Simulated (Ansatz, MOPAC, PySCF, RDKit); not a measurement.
Positional isomers: propene chloro+silyl. All species are isolated molecules in the gas phase. One relaxed conformer stands for each flexible species; it need not be the lowest. Strings in code marks are SMILES.

Quantity: electronic energy of isomers of C3H7ClSi relative to `C/C(Cl)=C/[SiH3]`, in kJ/mol. Semi-empirical values (MOPAC) are differences of heats of formation. Force-field values (RDKit) are differences of steric energies, which aren't made for comparing isomers with other bonds.

Level 1: frozen-core MP2/cc-pVTZ // CAM-B3LYP-D3(BJ)/def2-TZVP (Ansatz, a quantum-chemistry and plane-wave program)
Level 2: PBE/6-31G* // CAM-B3LYP-D3(BJ)/def2-TZVP (PySCF)
Level 3: PM6 // CAM-B3LYP-D3(BJ)/def2-TZVP (MOPAC)
Level 4: UFF, relaxed from the DFT geometry (RDKit)

```json
[
 {"species": "`[SiH3]C/C=C/Cl` (Si–C–C–C torsion 109°)", "level 1": "21.98", "level 2": "18.43", "level 3": "28.69", "level 4": "-14.47"},
 {"species": "`C/C=C(/[SiH3])Cl`", "level 1": "7.71", "level 2": "4.48", "level 3": "16.51", "level 4": "-6.09"},
 {"species": "`C=C(Cl)C[SiH3]` (Cl–C–C–Si torsion 74°)", "level 1": "11.70", "level 2": "16.77", "level 3": "15.08", "level 4": "-13.68"}
]
```
